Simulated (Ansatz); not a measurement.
Two members of one family (Series MgMeX), computed with Ansatz in the gas phase; def2 core potentials for I, no spin–orbit coupling. Binding counts from free atoms in the multiplicity of their measured ground term, without zero-point energy. A dash marks a value that wasn't run or was left out as unsound. The structures are stationary points that may keep the symmetry of their start. Remarks come from the PBE and PBE0 runs and from stability tests at other levels; not every state was tested. HOMO above LUMO (over both spins in singlets and doublets, within one spin in higher multiplets; at PBE or PBE0), or a gap under 0.15 eV within one spin, warns that the state may not be the lowest or that an electron is smeared out.

First: MgMeF (singlet, charge 0, PBE-D4/def2-TZVP geometry).

| atom | x (Å) | y (Å) | z (Å) |
| --- | --- | --- | --- |
| Mg1 | 0.549 | -1.016 | -0.575 |
| C2 | -0.336 | 0.622 | 0.352 |
| H3 | -0.498 | 0.436 | 1.424 |
| H4 | -1.314 | 0.855 | -0.096 |
| H5 | 0.294 | 1.520 | 0.263 |
| F6 | 1.305 | -2.418 | -1.368 |

| level | HOMO (eV) | LUMO (eV) | gap (eV) | vertical IE (eV) | vertical triplet (eV) | binding per atom (eV) |
| --- | --- | --- | --- | --- | --- | --- |
| PBE-D4/def2-SVP | -6.36 | -1.65 | 4.71 | – | – | 3.52 |
| r2SCAN-D4/def2-TZVP | -6.53 | -1.29 | 5.24 | 9.76 | 4.45 | 3.47 |
| PBE0-D4/def2-TZVP | -7.56 | -1.06 | 6.50 | 9.96 | 4.61 | 3.42 |
| HSE06-D4/def2-TZVP | -7.16 | -1.41 | 5.75 | – | – | 3.42 |
| CAM-B3LYP-D4/def2-TZVP | -8.97 | -0.39 | 8.58 | – | – | 3.46 |

Second: MgMeI (singlet, charge 0, PBE-D4/def2-TZVP geometry).

Cartesian coordinates in Å:
```
Mg 0.3341 -0.9661 -0.5417
C -0.2611 0.7755 0.4295
H 0.5746 1.4857 0.5219
H -0.6293 0.5557 1.4428
H -1.0705 1.2781 -0.1205
I 1.0522 -3.1289 -1.7321
```

Task: Estimate how these quantities change from the first to the second (second minus first).

Result: 
| level | Δ HOMO (eV) | Δ LUMO (eV) | Δ gap (eV) | Δ vertical IE (eV) | Δ vertical triplet (eV) | Δ binding per atom (eV) |
| --- | --- | --- | --- | --- | --- | --- |
| PBE-D4/def2-SVP | 0.16 | -0.09 | -0.24 | – | – | -0.42 |
| r2SCAN-D4/def2-TZVP | 0.03 | -0.17 | -0.20 | -0.65 | -0.18 | -0.37 |
| PBE0-D4/def2-TZVP | 0.17 | -0.14 | -0.31 | -0.66 | -0.21 | -0.36 |
| HSE06-D4/def2-TZVP | 0.16 | -0.14 | -0.30 | – | – | -0.36 |
| CAM-B3LYP-D4/def2-TZVP | 0.35 | -0.07 | -0.42 | – | – | -0.41 |

Remarks: gap within one spin near zero at PBE or PBE0 (+1 doublet), gap within one spin near zero at PBE or PBE0 (triplet), HOMO above LUMO (triplet).
